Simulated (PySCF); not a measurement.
Partial charges of `CC#CC[Si@@H](S)C(F)F`

C5H8F2SSi.
Numbering: `[CH3:1][C:2]#[C:3][CH2:4][Si@@H:5]([SH:6])[CH:7]([F:8])[F:9]` (hydrogens: H10, H11, H12 on C1; H13, H14 on C4; H15 on Si5; H16 on S6; H17 on C7)

Geometry (GFN2-xTB, Å), atoms numbered from 1 in this order:
```xyz
17
C5H8F2SSi angstrom
C      3.3215   -0.6931    0.8630
C      2.1111   -0.5888    0.0768
C      1.1152   -0.5145   -0.5860
C     -0.0938   -0.4134   -1.3759
Si    -1.2799    0.8908   -0.6623
S     -3.0216    1.0384   -1.9065
C     -1.8368    0.2721    1.0905
F     -2.4059   -0.9620    1.0240
F     -2.7930    1.0970    1.6077
H      3.5478   -1.7401    1.0628
H      3.1983   -0.1709    1.8118
H      4.1567   -0.2492    0.3217
H      0.1682   -0.1513   -2.4030
H     -0.5841   -1.3916   -1.4058
H     -0.6899    2.2086   -0.4391
H     -3.8939    1.1641   -0.9180
H     -1.0269    0.2159    1.8283
```

Density: PBE0/pcSseg-1 (PySCF); schemes: Mulliken, IAO, Hirshfeld and ESP-fitted. Geometry: GFN2-xTB, one conformer, isolated molecule.

Question: For which atoms does the sign change between the 4 schemes (beyond +0.03 e in one, beyond −0.03 e in another)?

Answer: C2.

Question: Do the Mulliken, IAO, Hirshfeld and ESP-fitted schemes agree on where the charge is highest?

Answer: All schemes agree: Mulliken Si5 (+0.741); IAO Si5 (+0.843); Hirshfeld Si5 (+0.339); ESP-fitted Si5 (+0.318).

Question: What partial charge does each atom carry?

Answer: In e:

| atom | environment | Mulliken | IAO | Hirshfeld | ESP-fitted |
| --- | --- | --- | --- | --- | --- |
| C1 | propargylic carbon | -0.187 | -0.436 | -0.097 | -0.566 |
| C2 | alkyne carbon | -0.287 | -0.060 | -0.058 | +0.139 |
| C3 | alkyne carbon | -0.099 | -0.084 | -0.071 | -0.330 |
| C4 | sp3 carbon bound to silicon | -0.482 | -0.554 | -0.141 | -0.082 |
| Si5 | SiH silicon | +0.741 | +0.843 | +0.339 | +0.318 |
| S6 | sulfur bonded to Si and H | -0.388 | -0.319 | -0.139 | -0.387 |
| C7 | CHF2 carbon | +0.240 | +0.183 | +0.057 | +0.089 |
| F8 | fluorine of a CF2 group | -0.304 | -0.302 | -0.111 | -0.174 |
| F9 | fluorine of a CF2 group | -0.310 | -0.307 | -0.113 | -0.191 |
| H10 | methyl hydrogen | +0.149 | +0.172 | +0.061 | +0.196 |
| H11 | methyl hydrogen | +0.145 | +0.170 | +0.059 | +0.189 |
| H12 | methyl hydrogen | +0.149 | +0.172 | +0.060 | +0.190 |
| H13 | methylene hydrogen | +0.181 | +0.181 | +0.059 | +0.164 |
| H14 | methylene hydrogen | +0.193 | +0.188 | +0.060 | +0.093 |
| H15 | Si–H hydrogen | -0.036 | -0.118 | -0.072 | -0.050 |
| H16 | S–H hydrogen | +0.171 | +0.121 | +0.061 | +0.248 |
| H17 | methine hydrogen | +0.125 | +0.150 | +0.045 | +0.154 |

Mean size of the charges over all atoms: IAO 0.256 e, Mulliken 0.246 e, ESP-fitted 0.209 e, Hirshfeld 0.094 e. Each set sums to the total charge, 0, to within 0.001 e. The Hirshfeld scheme weights the molecular density at each point by an atom's share of the summed free-atom densities. The Mulliken scheme counts on each atom the diagonal of the density matrix times the overlap matrix over that atom's basis functions.

Question: How closely do the schemes follow one another over all atoms?

Answer: Correlation coefficient and root-mean-square difference: IAO with Hirshfeld 0.97, 0.210 e; Mulliken with Hirshfeld 0.97, 0.186 e; Mulliken with IAO 0.96, 0.094 e; IAO with ESP-fitted 0.78, 0.202 e; Hirshfeld with ESP-fitted 0.76, 0.174 e; Mulliken with ESP-fitted 0.70, 0.216 e.

Question: How many electrons does the IAO scheme count on C4?

Answer: Z − q = 6 − (-0.554) = 6.554.

Question: Sum the charges by element, for elements with more than one atom.

Answer: 
```tsv
element	atoms	Mulliken	IAO	Hirshfeld	ESP-fitted
C	5	-0.815	-0.950	-0.310	-0.750
F	2	-0.614	-0.610	-0.224	-0.365
H	8	+1.077	+1.036	+0.334	+1.183
```
